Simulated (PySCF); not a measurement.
Potential energy of GeTe⁺ along the bond

Set-up: Ge cc-pVDZ-PP with ECP10, Te cc-pVDZ-PP with ECP28; scalar-relativistic core potentials (PySCF 2.14). Energies in eV from Ge⁺ + Te in their ground configurations at the same level. State: ²Π (doublet), unpaired electrons π ↑.

All columns are ωB97X. A positive dipole points towards Te; it is taken about the centre of mass and depends on that origin.

```
R (Å)  E (eV)  μ (D)  Mulliken charge on Ge (basis-dependent)  HOMO (eV)  LUMO (eV)  Mayer bond order  ⟨S²⟩
2.153  -2.119  -1.31                                     0.49     -15.50      -9.86              1.95  0.75
2.254  -2.764  -1.89                                     0.55     -15.50      -9.54              1.91  0.75
2.354  -3.099  -2.47                                     0.61     -15.13      -9.25              1.86  0.75
2.429  -3.203  -2.91                                     0.64     -14.88      -9.05              1.83  0.75
2.504  -3.214  -3.34                                     0.67     -14.63      -8.86              1.79  0.76
2.579  -3.154  -3.76                                     0.70     -14.40      -8.68              1.76  0.76
2.679  -2.993  -4.30                                     0.73     -14.10      -8.47              1.72  0.76
2.804  -2.709  -4.90                                     0.76     -13.75      -8.24              1.66  0.78
2.955  -2.303  -5.30                                     0.76     -13.32      -8.01              1.60  0.89
3.155  -1.853  -4.05                                     0.65     -13.19      -7.91              1.07  1.51
```

A fit through these points gives, at Re = 2.475 Å, μ = -3.18 D and dμ/dR = -5.73 D/Å; the reduced mass is 47.11 u.

Task: How strong is the fundamental in the double-harmonic approximation, I = 42.26·(dμ/dR)²/μred km/mol?

Result: I = 42.26·(-5.73)²/47.11 = 29.5 km/mol at ωB97X.

⟨S²⟩ of the unrestricted solution departs from its pure value on part of the curve, where spin states mix. These are scalar-relativistic numbers at best; spin–orbit coupling would shift them, the dissociation energy most. For an ion De counts to the pair picked by the measured ionisation energies or electron affinities, which need not be the lowest pair at this level. The state was picked by a PBE0 search and need not be the measured ground state.
